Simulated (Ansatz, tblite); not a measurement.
Compound nanocrystal family: gap (eV) at several levels, gas phase, relaxed structures; Ansatz, xTB through tblite. Core potentials for In in the def2 sets, no spin–orbit coupling. Levels of anions in sets without diffuse functions are rough. The structures are stationary points that may keep the symmetry of their start.

| species | state | geometry | GFN1-xTB | GFN2-xTB | PBE-D4/def2-TZVP | r2SCAN-D4/def2-TZVP | PBE0-D4/def2-TZVP |
| --- | --- | --- | --- | --- | --- | --- | --- |
| Al7P7H20, cut from zinc blende | singlet | PBE-D4/def2-SVP | 3.51 | 2.44 | 3.41 | 3.79 | 5.24 |
| B8P7H24⁻, cut from zinc blende, disc | singlet | r2SCAN-D4/def2-SVP | 4.78 | 3.42 | 4.21 | 4.59 | 6.00 |
| In6N6H18, cut from wurtzite | singlet | PBE-D4/def2-SVP | 3.70 | 3.27 | 4.05 | 4.58 | 6.01 |
| In4As4H14, cut from wurtzite | singlet | PBE-D4/def2-SVP | 3.44 | 3.48 | 3.80 | 4.26 | 5.51 |
| B6As5H18⁻, cut from wurtzite | singlet | PBE-D4/def2-SVP | 5.08 | 4.88 | 4.26 | 4.74 | 6.06 |
| Ga4N4H14, cut from wurtzite | singlet | r2SCAN-D4/def2-SVP | 5.85 | 5.62 | 5.34 | 6.06 | 7.38 |

**Question.** Estimate the column for PBE0-D4/def2-SVP.

**Answer.** Al7P7H20, cut from zinc blende 5.44; B8P7H24⁻, cut from zinc blende, disc 6.27; In6N6H18, cut from wurtzite 6.25; In4As4H14, cut from wurtzite 5.56; B6As5H18⁻, cut from wurtzite 6.30; Ga4N4H14, cut from wurtzite 7.63.
